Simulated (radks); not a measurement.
The lanthanum ion La+ inside a hard spherical wall (all orbitals vanish at R), configuration held at [Xe] 5d2 and not refilled when levels cross. All-electron calculation, scalar-relativistic Kohn-Sham, PBE, spin-polarised, spherical densities, point nucleus; open shells are filled with parallel spins first (spin-orbit coupling, left out, can overturn this in heavy ions). Program: a radial shooting solver on a logarithmic mesh with Libxc functionals. Eigenvalues in eV for spin up, with the zero of energy where the potential of the charges vanishes at infinity; a dash marks a level that is unbound or too diffuse for the functional's potential to be trusted. A positive occupied level is held by the wall or, in an anion where self-interaction has pushed it up, behind a barrier. The pressure on the wall is -dE/dV.

| R (bohr) | E (hartree) | kinetic (hartree) | e(4d) | e(5s) | e(5p) | e(4f, empty) | e(6s, empty) | e(5d) | pressure (GPa) |
|---|---|---|---|---|---|---|---|---|---|
| free | -8493.0846 | 8984.088 | -107.48 | -42.891 | -26.625 | -8.148 | -7.794 | -7.620 | 0 |
| 20 | -8493.0846 | 8984.088 | -107.48 | -42.891 | -26.625 | -8.148 | -7.794 | -7.620 | < 0.0001 |
| 15 | -8493.0846 | 8984.088 | -107.48 | -42.891 | -26.625 | -8.148 | -7.794 | -7.620 | < 0.0001 |
| 12 | -8493.0846 | 8984.088 | -107.48 | -42.888 | -26.623 | -8.146 | -7.791 | -7.618 | 0.000389 |
| 10 | -8493.0844 | 8984.091 | -107.45 | -42.869 | -26.604 | -8.125 | -7.761 | -7.601 | 0.00682 |
| 4 | -8492.7237 | 8985.942 | -101.96 | -38.474 | -22.339 | -2.971 | 7.867 | -1.150 | 82.2 |
| 3.5 | -8492.2609 | 8988.249 | -97.932 | -35.455 | -19.044 | 0.788 | 20.407 | 3.966 | 274 |
| 2 | -8475.5562 | 9051.326 | -47.514 | 22.603 | 49.580 | 52.644 | 225.02 | 95.149 | 24600 |
